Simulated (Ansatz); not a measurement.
C2H4FGa, relaxed with RKS PBE0-D4/def2-TZVP in Ansatz 0.2.0 from a PBE-D4/def2-SVP geometry. The force threshold is 0.005 eV/Å; the program also tests the step.

The species carries charge 0 and has multiplicity 1. The bonds changed during the relaxation, so this is another structure than the one it started from.

Start:

```xyz
8

F     1.516   -0.737    1.033
C     0.808   -0.589   -0.104
C     0.295    0.615   -0.464
Ga   -1.651   -0.840    0.853
H     0.814   -1.493   -0.733
H     0.425    1.507    0.165
H    -0.213    0.721   -1.432
H    -1.995    0.815    0.681
```

Question: How much energy does the relaxation release, and in how many steps? (An estimate is asked.)

Answer: The calculation gave: 0.99 kcal/mol, in 8 steps.

Question: Which bonds change most? (An estimate is asked.)

Answer: Computed: C2–C3 from 1.357 to 1.330 Å; Ga4–H8 from 1.699 to 1.679 Å; C2–H5 from 1.102 to 1.083 Å; C3–H6 from 1.099 to 1.081 Å.

Question: Give the relaxed structure. (An estimate is asked.)

Answer: Computed: 
```xyz
8

F     1.559   -0.721    0.999
C     0.844   -0.576   -0.120
C     0.318    0.599   -0.458
Ga   -1.726   -0.820    0.838
H     0.824   -1.477   -0.721
H     0.432    1.477    0.162
H    -0.212    0.694   -1.397
H    -2.039    0.824    0.697
```
